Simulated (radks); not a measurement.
Species: Ho+. Configuration: [Xe] 4f11 7s1 (not the ground configuration). Calculated with a radial shooting solver on a logarithmic mesh with Libxc functionals: non-relativistic Kohn-Sham, PBE, spin-unpolarised, spherical densities, point nucleus; relativity is left out, which matters for an element this heavy.

Radial electron density D(r) = 4 pi r^2 rho(r):

r (bohr),D(r) (e/bohr)
0.001438,4.599
0.001701,6.212
0.002013,8.338
0.002362,10.96
0.002794,14.47
0.003305,18.91
0.003879,24.12
0.004588,30.70
0.005384,38.03
0.006369,46.68
0.007534,55.97
0.008842,64.88
0.01046,73.49
0.01237,80.36
0.01452,84.42
0.01718,85.53
0.02016,83.79
0.02384,80.31
0.0282,77.51
0.0331,78.10
0.03915,84.06
0.04595,94.51
0.05435,107.1
0.0643,115.6
0.07545,115.6
0.08925,107.0
0.1056,96.15
0.1239,91.69
0.1466,96.45
0.172,103.6
0.2035,101.5
0.2407,84.37
0.2824,62.52
0.3341,48.99
0.3952,50.49
0.4638,56.72
0.5487,55.61
0.6439,44.85
0.7616,30.32
0.901,19.64
1.057,14.37
1.251,11.44
1.468,8.908
1.736,5.945
2.054,3.288
2.41,1.562
2.851,0.6013
3.373,0.1924
3.958,0.04369
4.682,0.009593
5.494,0.05552
6.5,0.1459
7.689,0.1959
9.023,0.1605
10.67,0.07773
12.63,0.02354
14.82,0.004663
17.53,0.0004823

D(r) has 5 maxima, at r = 0.0168, 0.0696, 0.183, 0.498, 7.81 bohr, and minima at 0.0301, 0.124, 0.353, 4.57 bohr, inside which lie 1.97, 11.46, 29.67, 65.10 electrons.
